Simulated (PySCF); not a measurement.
C2H6BF2N.

```xyz
12

B      0.0000     0.0000     0.7847
F      0.0000     1.1397     1.4814
F      0.0000    -1.1397     1.4814
N      0.0000     0.0000    -0.6140
C      0.0000     1.2250    -1.3900
C      0.0000    -1.2250    -1.3900
H      0.8914     1.2845    -2.0414
H     -0.8914     1.2845    -2.0414
H      0.0000     2.0959    -0.7226
H     -0.8914    -1.2845    -2.0414
H      0.8914    -1.2845    -2.0414
H      0.0000    -2.0959    -0.7226
```

Geometry optimised at B3LYP-D3(BJ)/def2-SVP. Other conformers were not sampled.

Calculation: PBE/pcSseg-1 in PySCF. Non-relativistic, no solvent.

### Question
Give the absolute GIAO shielding of each atom: isotropic value and principal components (ppm). (An estimate is asked for; the answer gives what the named calculation found.)

### Answer

```csv
atom,σ(iso),σ11,σ22,σ33,span
B1,78.9,61.3,75.6,99.7,38.4
F2,297.6,188.4,325.3,379.1,190.7
F3,297.6,188.4,325.3,379.1,190.7
N4,190.7,137.6,201.9,232.5,94.9
C5,142.1,118.0,127.9,180.4,62.4
C6,142.1,118.0,127.9,180.4,62.4
H7,28.9,24.9,26.6,35.2,10.3
H8,28.9,24.9,26.6,35.2,10.3
H9,27.8,23.0,27.8,32.7,9.7
H10,28.9,24.9,26.6,35.2,10.3
H11,28.9,24.9,26.6,35.2,10.3
H12,27.8,23.0,27.8,32.7,9.7
```
